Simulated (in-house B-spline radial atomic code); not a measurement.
Configurations of the xenon ion Xe⁴⁺, with energies counted from [Kr] 4d10 5s2 5p2. All numbers are computed (scalar-relativistic (X2C) TPSSh, spin-polarised, spherical fractional occupations, exact exchange averaged over the configuration; Fermi nucleus of rms radius 4.7859 fm) with a B-spline radial code for spherical atoms, not measured. Shells without spins written out take the highest spin.

Occupations are held fixed; configurations that lie above the ionisation limit could autoionise.

| configuration | E - E(ref) (eV) | highest orbital | its <r> (bohr) |
| --- | --- | --- | --- |
| [Kr] 4d10 5s1 5p2 6s1 | 34.83 | 6s up | 3.388 |
| [Kr] 4d10 5s1 5p2 6f1 | 52.934 | 6f up | 6.769 |
| [Kr] 4d9 5s2 5p2 6f1 | 103.06 | 6f up | 6.593 |
| [Ar] 3d10 4s2 4p5 4d10 5s2 5p2 5d1 | 163.92 | 5d up | 2.371 |
| [Ar] 3d10 4s2 4p5 4d10 5s2 5p2 6f1 | 187.8 | 6f up | 6.571 |

(1) Order these further configurations by energy, lowest first.
A. [Ar] 3d10 4s2 4p5 4d10 5s2 5p3
B. [Kr] 4d10 5s1 5p2 5f1
C. [Ar] 3d9 4s2 4p6 4d10 4f1 5s2 5p2
D. [Kr] 4d10 5s2 5p1 5d1
E. [Kr] 4d10 5s2 5p1 5f1

Answers

(1) D (18.93 eV), E (35.146 eV), B (46.653 eV), A (143.8 eV), C (689.55 eV).
